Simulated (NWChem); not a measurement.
System meant: InP$_{2}$H$_{5}$; SMILES [PH2][InH][PH2]

Input file for NWChem:

```
start job
memory heap 200 mb stack 900 mb global 1100 mb
geometry units angstroms noautoz
  In    -0.489558     0.022502     0.085402
  H     -2.218638    -0.068541     0.188590
  P      0.874838    -2.079764    -0.145552
  H      0.181884    -2.745275     0.913229
  H      1.928183    -1.610081     0.698142
  P      0.647070     2.253798    -0.166553
  H      1.743608     1.904974     0.680710
  H     -0.111961     2.853029     0.886503
end
basis spherical
  * library def2-svp
end
dft
  xc xpbe96 cpbe96
  iterations 150
  mulliken
end
task dft energy
```

End of the output:

```
             Grid Information
             ----------------
          Grid used for XC integration:  medium
          Radial quadrature: Mura-Knowles
          Angular quadrature: Lebedev.
          Tag              B.-S. Rad. Rad. Pts. Rad. Cut. Ang. Pts.
          ---              ---------- --------- --------- ---------
          In                  1.55      123          10.0       590
          H                   0.35       45          13.0       434
          P                   1.00       88          12.0       590
          Grid pruning is: on
          Number of quadrature shells:   346
          Spatial weights used:  Erf1

          Convergence Information
          -----------------------
          Convergence aids based upon iterative change in
          total energy or number of iterations.
          Levelshifting, if invoked, occurs when the
          HOMO/LUMO gap drops below (HL_TOL):  1.00D-02
          DIIS, if invoked, will attempt to extrapolate
          using up to (NFOCK): 10 stored Fock matrices.

                    Damping( 0%)  Levelshifting(0.5)       DIIS
                  --------------- ------------------- ---------------
          dE  on:    start            ASAP                start
          dE off:    2 iters        150 iters           150 iters

      Screening Tolerance Information
      -------------------------------
          Density screening/tol_rho:  1.00D-10
          AO Gaussian exp screening on grid/accAOfunc:  14
          CD Gaussian exp screening on grid/accCDfunc:  20
          XC Gaussian exp screening on grid/accXCfunc:  20
          Schwarz screening/accCoul:  1.00D-08

      Superposition of Atomic Density Guess
      -------------------------------------

      charge =      49.0 In (Indium)

      symmetry species            s     p     d     f
      number of basis functions =10     7     6
      number of cont. functions = 4     4     2
      number of closed shells   = 5     3     2
      number of open shells     = 0     1     0
      open shell occupation     = 0     1     0
 ------------------------------------------------------------------------
 atomscf:atomd: error in atom scf                   0
 ------------------------------------------------------------------------
 ------------------------------------------------------------------------
  current input line :
    21: task dft energy
 ------------------------------------------------------------------------
 ------------------------------------------------------------------------
 This error has not yet been assigned to a category
 ------------------------------------------------------------------------
 For more information see the NWChem manual at https://nwchemgit.github.io

0:atomscf:atomd: error in atom scf:Received an Error in Communication
```

Question: What is wrong, and how is it mended?

Answer: The run crashed. Cause: the def2 basis of a heavy element holds valence functions alone and wants its effective core potential (without it all electrons must fit into that basis). This input runs:
```
start job
memory heap 200 mb stack 900 mb global 1100 mb
geometry units angstroms noautoz
  In    -0.489558     0.022502     0.085402
  H     -2.218638    -0.068541     0.188590
  P      0.874838    -2.079764    -0.145552
  H      0.181884    -2.745275     0.913229
  H      1.928183    -1.610081     0.698142
  P      0.647070     2.253798    -0.166553
  H      1.743608     1.904974     0.680710
  H     -0.111961     2.853029     0.886503
end
basis spherical
  * library def2-svp
end
ecp
  In library def2-ecp
end
dft
  xc xpbe96 cpbe96
  iterations 150
  mulliken
end
task dft energy
```
It converges to -875.29753 Ha (PBE/def2-SVP with def2 effective core potentials on In).
